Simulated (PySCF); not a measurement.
SMILES Cl[Si](Cl)([SiH2][SiH2]C#C)Cl, GFN2-xTB optimised geometry.

```
13

C     -0.04     1.60    -3.72
C      0.87     1.31    -2.99
Si     2.24     0.81    -1.85
Si     1.30    -0.25     0.00
Si    -1.03    -0.25     0.00
Cl    -1.91    -1.20     1.56
Cl    -1.76    -1.14    -1.68
Cl    -1.75     1.65     0.00
H     -0.84     1.87    -4.35
H      3.15    -0.05    -2.62
H      2.97     2.04    -1.51
H      1.74     0.36     1.26
H      1.75    -1.65     0.10
```

Density from PBE0/def2-TZVP (PySCF) at that geometry.

Minimum of the electron density along straight lines between bonded atoms, close to the bond critical point (lines longer than 1.1 times the sum of covalent radii, or with two minima, are not listed):

```csv
bond,length / Å,ρ at the minimum / e bohr⁻³,∇²ρ there / e bohr⁻⁵,position (fraction from the first atom)
C1–C2,1.203,___,-1.30,0.53
C2–Si3,1.850,___,0.30,0.61
Si3–Si4,2.331,0.094,-0.17,0.49
Si4–Si5,2.325,0.095,___,0.36
Si5–Cl6,2.030,0.105,0.25,0.36
Si5–Cl7,2.038,0.104,0.24,0.36
Si5–Cl8,2.038,0.104,0.24,0.36
C1–H9,1.053,0.299,-1.15,0.66
Si3–H10,1.470,0.124,0.18,0.49
Si3–H11,1.470,0.124,0.18,0.49
Si4–H12,1.472,0.121,0.19,0.49
Si4–H13,1.471,0.121,0.19,0.49
```

Question: Some entries are withheld; supply them.

Answer: 
- C1–C2, ρ at the minimum / e bohr⁻³: 0.424
- C2–Si3, ρ at the minimum / e bohr⁻³: 0.114
- Si4–Si5, ∇²ρ there / e bohr⁻⁵: -0.12
